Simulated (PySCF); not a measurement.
Rigid-rotor lines calculated for a species of formula C7H9OP (commonest isotopes; PBE0-D3(BJ)/def2-SVP geometry optimisation, gas phase in PySCF 2.14.0), labelled J(Ka,Kc):

```json
{"transition": "1(1,1) ← 0(0,0)", "MHz": "2496.8"}
{"transition": "2(1,1) ← 1(1,0)", "MHz": "3707.7"}
{"transition": "2(0,2) ← 1(0,1)", "MHz": "3445.2"}
{"transition": "1(0,1) ← 0(0,0)", "MHz": "1743.5"}
{"transition": "2(1,2) ← 1(1,1)", "MHz": "3266.4"}
```

Problem. Find the rotational constants.

Solution. 1(0,1) ← 0(0,0) is B + C, 2(1,1) ← 1(1,0) is 3B + C and 2(1,2) ← 1(1,1) is B + 3C, so B − C is half the difference of the last two, 220.6 MHz. 1(1,1) ← 0(0,0) is A + C. A = 1735.3, B = 982.1, C = 761.4 MHz.

Problem. What moments of inertia, asymmetry and inertial defect follow?

Solution. I = 505379 MHz·u·Å² over each constant: Ia = 291.23, Ib = 514.60, Ic = 663.73 u·Å²; κ = (2B − A − C)/(A − C) = -0.547 (asymmetric top); Δ = Ic − Ia − Ib = -142.10 u·Å².

Problem. Which dipole components do these lines need?

Solution. μa and μb (a-type: ΔKa even, ΔKc odd; b-type: both odd). The calculation gives |μa| = 0.86 D, |μb| = 0.72 D, |μc| = 3.40 D.

Problem. Predict further lines from these constants: 4(1,3) ← 3(2,2); 4(4,0) ← 3(3,0); 4(1,3) ← 3(1,2); 4(4,1) ← 4(3,1); 4(3,1) ← 3(3,0); 3(3,1) ← 2(2,0); 3(0,3) ← 2(1,2); 4(2,2) ← 3(1,2).

Solution. 
| transition | MHz | type | branch |
| --- | --- | --- | --- |
| 3(0,3) ← 2(1,2) | 4498 | b | R |
| 4(1,3) ← 3(2,2) | 5357 | b | R |
| 4(4,1) ← 4(3,1) | 5949 | c | Q |
| 4(3,1) ← 3(3,0) | 7074 | a | R |
| 4(1,3) ← 3(1,2) | 7315 | a | R |
| 4(2,2) ← 3(1,2) | 9449 | c | R |
| 3(3,1) ← 2(2,0) | 9531 | b | R |
| 4(4,0) ← 3(3,0) | 13023 | c | R |

Problem. Which structure gave them?

Solution. `C(=C\[P@](C#C)(=O)C=C)/C`, point group C1. Three constants can't fix a structure by themselves; this is the one that was computed:
```xyz
18
C7H9OP angstrom
C      1.616    3.094    0.196
C      1.225    1.973   -0.059
P      0.659    0.337   -0.476
O      0.739   -0.017   -1.927
C      1.676   -0.711    0.583
C      2.377   -1.690    0.011
C     -1.007    0.303    0.196
C     -2.013   -0.038   -0.618
C     -3.450   -0.120   -0.239
H      1.964    4.088    0.417
H      1.694   -0.524    1.663
H      3.008   -2.367    0.595
H      2.330   -1.830   -1.075
H     -1.169    0.568    1.248
H     -1.748   -0.276   -1.657
H     -3.618    0.134    0.817
H     -4.052    0.560   -0.865
H     -3.840   -1.135   -0.424
```

The values belong to one conformer (point group C1) with, in the numbering `[CH:1]#[C:2][P@@:3](=[O:4])([CH:5]=[CH2:6])/[CH:7]=[CH:8]/[CH3:9]`, C2–P3–C5–C6 -126°, C2–P3–C7–C8 126°. No frequency check. Zero-point vibration and centrifugal distortion are left out. A rigid rotor knows nothing of internal rotation, which can split or shift real lines.
